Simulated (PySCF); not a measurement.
## C₆ coefficients of unlike pairs at PBE

Calculated with PySCF 2.14 from the dipole response of each species, C₆(A,B) = (3/π) ∫ α_A(iu) α_B(iu) du, in atomic units, from isotropic polarisabilities. For ions this is the dispersion term alone; charge-induced terms of lower order in 1/R come first.

| species | configuration | basis | relativity | α (bohr³) | C₆ (like pair) |
| --- | --- | --- | --- | --- | --- |
| Si | [Ne] 3s2 3p2 (3P) | dyall-acv3z (19s12p6d4f) | spin-free X2C | 41.55 | 342.2 |
| Si⁺ | [Ne] 3s2 3p1 (2P) | aug-cc-pV(Q+d)Z (7s6p5d3f2g) | none | 19.09 | 100.7 |
| W²⁺ | [Xe] 4f14 5d4 (5D) | aug-cc-pwCVTZ-PP with ECP60MDF (8s8p7d4f3g) | core potential | 13.75 | 81.59 |
| Ar³⁺ | [Ne] 3s2 3p3 (4S) | dyall-av2z (13s9p2d) | none | 3.562 | 9.814 |

(1) Estimate C₆ for Ar³⁺ with Si.

No spin-orbit coupling is included.

The other pairs:

| pair | C₆ |
| --- | --- |
| W²⁺, Si | 153.3 |
| Ar³⁺, W²⁺ | 27.79 |
| Si⁺, Si | 183.8 |
| Ar³⁺, Si⁺ | 27.89 |
| W²⁺, Si⁺ | 86.69 |

Answers

(1) The integral gives 47.97. The combination rule 2 C_A C_B / (C_A α_B/α_A + C_B α_A/α_B) gives 46.70 and the geometric mean 57.95.
